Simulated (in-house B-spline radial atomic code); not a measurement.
# Ionising Ir IV (Ir3+) with different functionals

Computed with an all-electron radial atomic-structure program (B-spline basis): scalar-relativistic (spin-free X2C) Hamiltonian, Fermi nucleus of rms radius 5.4032 fm, spin-polarised at highest spin, spherical fractional occupations for the functionals, and exact exchange of hybrids averaged over the configuration. The ionisation energy is the difference of two self-consistent energies, [Xe] 4f14 5d6 → [Xe] 4f14 5d5, without Breit or QED terms; ε is the level of the shell that loses the electron (its least bound occupied spin orbital). There is no spin-orbit coupling in this Hamiltonian.

```csv
method,rung,ΔSCF (eV),-ε(5d) (eV)
PBE0,global hybrid,41.23,36.73
B3LYP,global hybrid,?,?
TPSSh,global hybrid,?,?
M06-2X,global hybrid,42.47,39.62
BHandHLYP,global hybrid,41.33,38.52
r2SCAN0,global hybrid,40.75,36.44
B97-1,global hybrid,41.59,36.66
HSE06,range-separated hybrid,41.20,36.29
wB97X,range-separated hybrid,41.29,39.42
CAM-B3LYP,range-separated hybrid,41.63,38.53
LC-wPBE,range-separated hybrid,41.19,39.66
```

(1) What does B3LYP give?

(2) What does TPSSh give?

(3) Among the functionals, which spreads more, the ΔSCF values or the orbital energies?

(4) How do they compare with the NIST value?

Results:

(1) ΔSCF 41.64 eV, and -ε(5d) = 36.68 eV.

(2) ΔSCF 41.16 eV, and -ε(5d) = 35.55 eV.

(3) The orbital energies: ΔSCF values span about 1.71 eV and the orbital energies 4.11 eV.

(4) NIST lists 40 eV ± 1.7 (tabulated theory, ground level to ground level). Errors run from +0.75 to +2.47 eV; all lie within about twice that uncertainty, so the table can't rank the methods.
